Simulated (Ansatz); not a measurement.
Cost and result up the ladder for Mg5H10 (15 atoms). Total charge 0; singlet. Geometry: r2SCAN-D4/def2-SVP.

```csv
atom,x (Å),y (Å),z (Å)
Mg1,-1.5436,0.1047,-1.0644
Mg2,1.3553,0.5900,2.7246
Mg3,1.2032,-0.3496,-0.3430
Mg4,-1.6545,-0.8301,1.6745
Mg5,0.5309,0.4537,-3.1155
H6,1.0075,1.4836,-4.3905
H7,2.1754,1.1603,4.1014
H8,-0.4706,-1.1754,-0.0022
H9,1.6044,-0.7196,-2.0709
H10,-2.6403,0.1727,0.3453
H11,-2.1806,-2.1494,2.6290
H12,0.1061,1.1054,-1.0391
H13,-0.3788,0.4178,2.2105
H14,2.1373,-0.0530,1.1470
H15,-1.2517,-0.2112,-2.8068
```

Ansatz on 4 threads of Arm Neoverse V1 on a shared host. Times are rough, and most runs start from the orbitals of an earlier one. ωB97X-V/def2-TZVP serves as the yardstick here, not as an exact answer. Differences are given only for rows in sets of like size (and for xTB, whose basis is part of the method), since another set adds its own error. Binding counts from free atoms at the same level (Mg singlet, H doublet; other spins of the atoms weren't run), without zero-point energy or a counterpoise term.

Correlated methods freeze 5 core orbitals; core or outer-core shells of Mg are correlated, in sets that lack core-valence functions. The rows differ in basis, and correlated rows in double-zeta sets carry the largest basis error. Another isomer (singlet) lies 0.20 eV lower at PBE0-D4/def2-TZVP; other spin states weren't run for this one.

Correlated methods converge slowly with the basis, most of all in double-zeta sets.

```
                         level  functions  wall time
                     HF/STO-3G         55      0.2 s
               PBE-D4/def2-SVP        140      2.1 s
                  HF/def2-TZVP        220      2.7 s
              PBE0-D4/def2-SVP        140      2.7 s
           revPBE-D4/def2-TZVP        220      2.9 s
PBE-D4/def2-TZVP (with forces)        220      3.6 s
                 MP2/def2-TZVP        220      3.8 s
             PBE0-D4/def2-TZVP        220      5.5 s
           r2SCAN-D4/def2-TZVP        220      6.5 s
             ωB97X-V/def2-TZVP        220       14 s
              CCSD(T)/def2-SVP        140       66 s
```

(1) Estimate what each level gives for the binding energy per atom (eV).

Results:

(1) 
| level | binding energy per atom (eV) | difference from ωB97X-V/def2-TZVP (eV) |
| --- | --- | --- |
| HF/STO-3G | 2.89 | – |
| PBE-D4/def2-SVP | 1.87 | – |
| HF/def2-TZVP | 1.50 | -0.47 |
| PBE0-D4/def2-SVP | 1.88 | – |
| revPBE-D4/def2-TZVP | 1.89 | -0.08 |
| PBE-D4/def2-TZVP (with forces) | 1.88 | -0.10 |
| MP2/def2-TZVP | 1.78 | -0.20 |
| PBE0-D4/def2-TZVP | 1.90 | -0.08 |
| r2SCAN-D4/def2-TZVP | 1.99 | 0.02 |
| ωB97X-V/def2-TZVP | 1.98 | 0.00 |
| CCSD(T)/def2-SVP | 1.82 | – |
